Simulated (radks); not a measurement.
Problem. Calculated with a radial shooting solver on a logarithmic mesh with Libxc functionals: non-relativistic Kohn-Sham, LDA (Slater exchange, VWN5 correlation), spin-polarised, spherical densities, point nucleus; open shells are filled with parallel spins first (spin-orbit coupling, left out, can overturn this in heavy ions). Response by self-consistent Sternheimer equations with the Hartree and adiabatic LDA kernel. For heavy and open-shell atoms this level of theory can miss by tens of per cent. Rank Ru3+, Ru, Ru5+, Ru+, Ru2+, Ru4+, Ru6+ (NIST ground configurations) by static dipole polarisability, largest first.

Solution. Ru 63.38, Ru+ 15.59, Ru2+ 8.072, Ru3+ 4.941, Ru4+ 3.406, Ru5+ 2.490, Ru6+ 1.900 bohr^3.
